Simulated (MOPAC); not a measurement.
MOPAC input (PM3):

```
PM3 FORCE THERMO(298,298) PRECISE LET GEO-OK AUX(PRECISION=9) THREADS=1
C3H6O

C    -1.51080342 1    0.13359498 1   -0.03169461 1
C    -0.14901923 1   -0.49345558 1   -0.09247413 1
C     1.02870718 1    0.27232966 1   -0.58476414 1
O     0.84989174 1    0.01521620 1    0.81074691 1
H    -2.08008879 1   -0.24775275 1    0.82571767 1
H    -2.07429577 1   -0.10479608 1   -0.94255543 1
H    -1.47060010 1    1.22706696 1    0.06033666 1
H    -0.16814136 1   -1.59625336 1   -0.18681366 1
H     0.94063063 1    1.31998058 1   -0.89823208 1
H     1.87804839 1   -0.22557585 1   -1.06712615 1
```

Output:

```
 *******************************************************************************
 **                                                                           **
 **                              MOPAC v23.2.5                                **
 **                                                                           **
 *******************************************************************************
 ** MOPAC's Digital Object Identifier: https://doi.org/10.5281/zenodo.6511958 **
 **                                                                           **
 ** Please cite the open-source release paper for use of this MOPAC version:  **
 ** J. E. Moussa and J. J. P. Stewart (2026)                                  **
 ** MOPAC: An open-source semiempirical molecular orbital program             **
 ** J. Open Source Softw., 11(119), 8025, https://doi.org/10.21105/joss.08025 **
 *******************************************************************************

                              PM3 CALCULATION RESULTS

 *******************************************************************************
 *  PM3        - The PM3 Hamiltonian to be used
 *  GEO-OK     - OVERRIDE INTERATOMIC DISTANCE AND OTHER SAFETY CHECKS
 *  LET        - OVERRIDE SOME SAFETY CHECKS
 *  PRECISE    - TIGHTER CRITERIA TO BE USED
 *  FORCE      - FORCE CALCULATION SPECIFIED
 *  AUX        - OUTPUT AUXILIARY INFORMATION
 *  THERMO     - THERMODYNAMIC QUANTITIES TO BE CALCULATED
 *******************************************************************************
PM3 FORCE THERMO(298,298) PRECISE LET GEO-OK AUX(PRECISION=9) THREADS=1
 C3H6O

   ATOM   CHEMICAL          X               Y               Z
  NUMBER   SYMBOL      (ANGSTROMS)     (ANGSTROMS)     (ANGSTROMS)

     1       C         -1.51080342  *   0.13359498  *  -0.03169461  *
     2       C         -0.14901923  *  -0.49345558  *  -0.09247413  *
     3       C          1.02870718  *   0.27232966  *  -0.58476414  *
     4       O          0.84989174  *   0.01521620  *   0.81074691  *
     5       H         -2.08008879  *  -0.24775275  *   0.82571767  *
     6       H         -2.07429577  *  -0.10479608  *  -0.94255543  *
     7       H         -1.47060010  *   1.22706696  *   0.06033666  *
     8       H         -0.16814136  *  -1.59625336  *  -0.18681366  *
     9       H          0.94063063  *   1.31998058  *  -0.89823208  *
    10       H          1.87804839  *  -0.22557585  *  -1.06712615  *

          CARTESIAN COORDINATES

    NO.       ATOM           X           Y           Z

     1         C         -1.5108      0.1336     -0.0317
     2         C         -0.1490     -0.4935     -0.0925
     3         C          1.0287      0.2723     -0.5848
     4         O          0.8499      0.0152      0.8107
     5         H         -2.0801     -0.2478      0.8257
     6         H         -2.0743     -0.1048     -0.9426
     7         H         -1.4706      1.2271      0.0603
     8         H         -0.1681     -1.5963     -0.1868
     9         H          0.9406      1.3200     -0.8982
    10         H          1.8780     -0.2256     -1.0671

  H: (PM3): J. J. P. STEWART, J. COMP. CHEM. 10, 209 (1989).
  C: (PM3): J. J. P. STEWART, J. COMP. CHEM. 10, 209 (1989).
  O: (PM3): J. J. P. STEWART, J. COMP. CHEM. 10, 209 (1989).

[...]

 VIBRATION         20   20A           ATOM PAIR      ENERGY CONTRIBUTION    RADIAL
 FREQUENCY          3040.89         C  3 -- H  9         +66.7% ( 84.2%)     98.5%
 TRANSITION DIPOLE   0.1173         C  3 -- H 10         +30.5% ( 57.0%)     93.6%
 TRAVEL (Ang.)       0.1944         C  3 -- O  4          +1.2% ( 11.3%)      1.2%
 REDUCED MASS        0.5869         C  2 -- C  3          +1.2% ( 11.3%)      1.3%
 EFFECTIVE MASS      1.5719
 FORCE CONSTANT      3.1974

 VIBRATION         21   21A           ATOM PAIR      ENERGY CONTRIBUTION    RADIAL
 FREQUENCY          3057.89         C  3 -- H 10         +68.2% ( 82.5%)     98.4%
 TRANSITION DIPOLE   0.1642         C  3 -- H  9         +29.8% ( 54.5%)     91.1%
 TRAVEL (Ang.)       0.2005         C  2 -- C  3          +1.0% (  9.8%)     84.8%
 REDUCED MASS        0.5486         C  3 -- O  4          +1.0% (  9.7%)     59.5%
 EFFECTIVE MASS      1.3274
 FORCE CONSTANT      3.0223

 VIBRATION         22   22A           ATOM PAIR      ENERGY CONTRIBUTION    RADIAL
 FREQUENCY          3082.98         C  1 -- H  7         +55.4% ( 76.8%)     97.9%
 TRANSITION DIPOLE   0.1007         C  1 -- H  5         +41.6% ( 66.6%)     95.8%
 TRAVEL (Ang.)       0.2072         C  1 -- H  6          +1.7% ( 13.6%)     17.8%
 REDUCED MASS        0.5093         C  1 -- C  2          +1.0% ( 10.4%)      0.0%
 EFFECTIVE MASS      1.5072
 FORCE CONSTANT      2.8523

 VIBRATION         23   23A           ATOM PAIR      ENERGY CONTRIBUTION    RADIAL
 FREQUENCY          3085.99         C  1 -- H  6         +65.0% ( 83.2%)     98.8%
 TRANSITION DIPOLE   0.0787         C  1 -- H  5         +23.3% ( 49.8%)     89.5%
 TRAVEL (Ang.)       0.2053         C  1 -- H  7         +10.6% ( 33.6%)     75.1%
 REDUCED MASS        0.5182         C  1 -- C  2          +1.0% ( 10.4%)      0.0%
 EFFECTIVE MASS      1.5094
 FORCE CONSTANT      2.9077

 VIBRATION         24   24A           ATOM PAIR      ENERGY CONTRIBUTION    RADIAL
 FREQUENCY          3178.84         C  1 -- H  5         +34.4% ( 56.5%)     97.3%
 TRANSITION DIPOLE   0.0861         C  1 -- H  7         +33.0% ( 55.3%)     96.9%
 TRAVEL (Ang.)       0.2546         C  1 -- H  6         +32.3% ( 54.7%)     96.9%
 REDUCED MASS        0.3272         C  1 -- C  2          +0.3% (  5.2%)     99.9%
 EFFECTIVE MASS      1.1366
 FORCE CONSTANT      1.9483

      SYMMETRY NUMBER FOR POINT-GROUP C1  =  1

          SYSTEM IS A GROUND STATE

 C3H6O

          MOLECULE IS NOT LINEAR

          THERE ARE 24 GENUINE VIBRATIONS IN THIS SYSTEM
          THIS THERMODYNAMICS CALCULATION IS LIMITED TO
          MOLECULES WHICH HAVE NO INTERNAL ROTATIONS

                    CALCULATED THERMODYNAMIC PROPERTIES
                                          *
   TEMP. (K)   PARTITION FUNCTION   H.O.F.    ENTHALPY  HEAT CAPACITY ENTROPY
                                   KCAL/MOL   CAL/MOLE    CAL/K/MOL  CAL/K/MOL

 298.00  VIB.     0.3352D+01                  1078.3131     9.0616     6.0219
         ROT.     0.3286D+05                   888.2803     2.9808    23.6475
         INT.     0.1101D+06                  1966.5934    12.0424    29.6694
         TRA.     0.4279D+27                  1480.4672     4.9680    38.0961
         TOT.                      -16.632    3447.0606    17.0104    67.7655

   *: NOTE: HEATS OF FORMATION ARE RELATIVE TO THE
            ELEMENTS IN THEIR STANDARD STATE AT 298K
              (=  Standard Enthalpy of Formation).

            Hvib:  Zero-point energy is not included.
                   frequencies of less than zero cm-1 are not included.
            Hrot = (3/2)RT
            Htra = (3/2)RT + pV = (5/2)RT

            Heat capacity is Cp, not Cv

          For more information, see: HTTP://OpenMOPAC.net/Manual/thermochemistry.html

           FORCE CONSTANT IN CARTESIAN COORDINATES (Millidynes/A)

    ATOM   CHEMICAL       X               Y               Z
   NUMBER   SYMBOL  FORCE CONSTANT  FORCE CONSTANT  FORCE CONSTANT

      1       C        8.580643        8.321680        8.335995
      2       C        9.626063        9.640302        5.774809
      3       C        8.385846       10.724835        5.758953
      4       O        2.093144        2.542877        7.780949
      5       H        1.224932        3.545920        1.964963
      6       H        1.167250        0.680376        4.873696
      7       H        1.374863        3.996372        1.411267
      8       H        1.448188        3.500325        1.153181
      9       H        1.616000        4.174921        0.561159
     10       H        4.394008        0.725450        1.251286

 **********************
 *                    *
 * JOB ENDED NORMALLY *
 *                    *
 **********************

 == MOPAC DONE ==
```
